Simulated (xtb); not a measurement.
Si(OH)(SH) (H2OSSi), SMILES O[Si]S (connectivity only; charge and spin as stated), neutral, multiplicity 1. All values are semi-empirical tight-binding results from xtb (GFN2-xTB unless named), good for trends rather than for accurate numbers. The structure is a stationary point at GFN2-xTB. One conformer was computed; it need not be the lowest.

Optimised geometry:

```xyz
5

Si     0.6839     0.6549     0.0000
O     -0.6093     1.6106     0.0000
H     -1.5313     1.3479     0.0000
S     -0.2535    -1.3372     0.0000
H      0.8877    -2.0053     0.0000
```
Charge 0, spin multiplicity 1.

| Quantity | Value |
|---|---|
| point group as xtb finds it | Cs |
| orbital gap | 2.91 eV |
| zero-point energy | 13.9 kcal/mol |
| G − E(el) at 298.15 K (modified RRHO) | -3.4 kcal/mol |
| static polarisability (D4 model) | 59.7 bohr³ |
| solvation energy, GFN2-xTB/ALPB(water) | -2.3 kcal/mol |
| solvation energy, GFN2-xTB/ALPB(acetonitrile) | -3.9 kcal/mol |

Computed atomic charges and the Wiberg bond orders between heavy atoms:
charges (e) Si1 0.47, O2 -0.45, H3 0.31, S4 -0.46, H5 0.14. Bond orders Si1–O2 1.34, Si1–S4 1.10.
